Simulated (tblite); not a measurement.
Level: GFN2-xTB in tblite, geometry and Hessian alike; calculated harmonic values, unscaled, isolated species. Errors from tens to a few hundred cm⁻¹ against measured bands are possible. Modes of hydrogen on silicon can be 10 to 20 % off. One conformer each. Thermal functions are those of the rigid rotor and harmonic oscillator, without mixing of conformers.

**Question.** Order these by their zero-point energy, highest first (kcal/mol).
A. `C=C1[C@H]([Si@@H](C1)C#C)C=C`
B. `CCOCC(C)(C)[O-]`
C. `[SiH3]CS[SiH]1CC=CC1`
D. `C=C1O[SiH2]C(F)=C[C@@H]1O`
E. `CCP(C)CC(F)(F)F`

**Answer.** B (111.9), C (92.7), A (90.4), E (89.8), D (68.0).

```
                    SMILES  atoms  mass (u)  symmetry number  modes under 300 cm⁻¹  ZPE (kcal/mol)  S translation (cal/(mol K))  S rotation  S vibration      S    Cp
           CCOCC(C)(C)[O-]     21    117.09                1                     8           111.9                         42.8        30.1         49.2  122.0  59.0
      [SiH3]CS[SiH]1CC=CC1     20    160.02                1                     8            92.7                         43.7        31.8         61.1  136.6  64.4
C#C[Si@@H]1CC(=C)[C@H]1C=C     19    134.06                1                     8            90.4                         43.2        31.4         55.9  130.4  60.8
           CCP(C)CC(F)(F)F     19    158.05                1                     9            89.8                         43.7        31.4         58.7  133.8  60.3
 C=C1O[SiH2]C(F)=C[C@@H]1O     16    146.02                1                     5            68.0                         43.4        30.7         43.1  117.2  54.5
```

Entropies and Cp are for 500 K and 1 bar.
